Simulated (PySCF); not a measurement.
## Te³⁺ (tellurium, charge +3) across methods

[Kr] 4d10 5s2 5p1, 2P determinant. Calculation: PySCF 2.14, in dyall-av2z; no relativity, point nucleus.

```json
{"method": "r2SCANh", "E (hartree)": "-6612.33", "mean ε 5s α (eV)": "-42.217", "mean ε 5s β (eV)": "-40.955", "mean ε 5p α (eV)": "-32.695", "Σ⟨r²⟩ (bohr²)": "33.68", "⟨S²⟩": "0.754"}
{"method": "PBE0", "E (hartree)": "-6611.95", "mean ε 5s α (eV)": "-42.779", "mean ε 5s β (eV)": "-41.500", "mean ε 5p α (eV)": "-33.127", "Σ⟨r²⟩ (bohr²)": "33.67", "⟨S²⟩": "0.753"}
{"method": "r2SCAN", "E (hartree)": "-6612.31", "mean ε 5s α (eV)": "-41.675", "mean ε 5s β (eV)": "-40.535", "mean ε 5p α (eV)": "-32.226", "Σ⟨r²⟩ (bohr²)": "33.67", "⟨S²⟩": "0.754"}
{"method": "UHF", "E (hartree)": "-6609.83779", "mean ε 5s α (eV)": "-46.048", "mean ε 5s β (eV)": "-43.401", "mean ε 5p α (eV)": "-36.175", "Σ⟨r²⟩ (bohr²)": "34.04", "⟨S²⟩": "0.759"}
{"method": "LDA", "E (hartree)": "-6606.60", "mean ε 5s α (eV)": "-41.750", "mean ε 5s β (eV)": "-40.983", "mean ε 5p α (eV)": "-31.953", "Σ⟨r²⟩ (bohr²)": "33.57", "⟨S²⟩": "0.751"}
{"method": "PBE", "E (hartree)": "-6611.77", "mean ε 5s α (eV)": "-41.376", "mean ε 5s β (eV)": "-40.490", "mean ε 5p α (eV)": "-31.856", "Σ⟨r²⟩ (bohr²)": "33.64", "⟨S²⟩": "0.751"}
{"method": "LC-wPBE", "E (hartree)": "-6611.67", "mean ε 5s α (eV)": "-45.881", "mean ε 5s β (eV)": "-44.354", "mean ε 5p α (eV)": "-36.048", "Σ⟨r²⟩ (bohr²)": "33.60", "⟨S²⟩": "0.754"}
{"method": "B97-3", "E (hartree)": "-6611.98", "mean ε 5s α (eV)": "-42.677", "mean ε 5s β (eV)": "-41.456", "mean ε 5p α (eV)": "-32.985", "Σ⟨r²⟩ (bohr²)": "33.66", "⟨S²⟩": "0.752"}
```

A non-relativistic calculation at this Z misses sizeable relativistic shifts.
